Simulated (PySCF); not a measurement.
trichloro(chlorosilyl)silane (Cl4H2Si2), SMILES Cl[SiH2][Si](Cl)(Cl)Cl. Atoms are numbered in the order given.

```xyz
8

Si     1.1887     1.3819     0.0000
Cl    -0.1930     2.9265     0.0000
Si     0.0023    -0.6259     0.0000
Cl    -1.1869    -0.7646     1.6745
Cl    -1.1869    -0.7646    -1.6745
Cl     1.3468    -2.1924     0.0000
H      2.0336     1.4660     1.2233
H      2.0336     1.4660    -1.2233
```

Geometry: r2SCAN-D4/def2-SVP. The values are those of a single conformer.

Calculation: PBE/def2-TZVP (PySCF).

Isolated molecule, no solvent.

```
Property                                                                                                         Value
---------------------------------------------------------------------------------------------  -----------------------
total energy                                                                                       -2420.22455 hartree
point group                                                                                                         Cs
highest occupied level                                                                                        -7.31 eV
lowest empty level                                                                                            -2.06 eV
orbital gap                                                                                                    5.24 eV
dipole moment                                                                                                   1.21 D
quadrupole, principal values (traceless, Buckingham form, about the centre of nuclear charge)    -3.94, 0.40, 3.54 D·Å
mean static polarisability                                                                      101.6 bohr³ (15.06 Å³)
polarisability, principal values                                                               93.4, 98.4, 113.1 bohr³
```
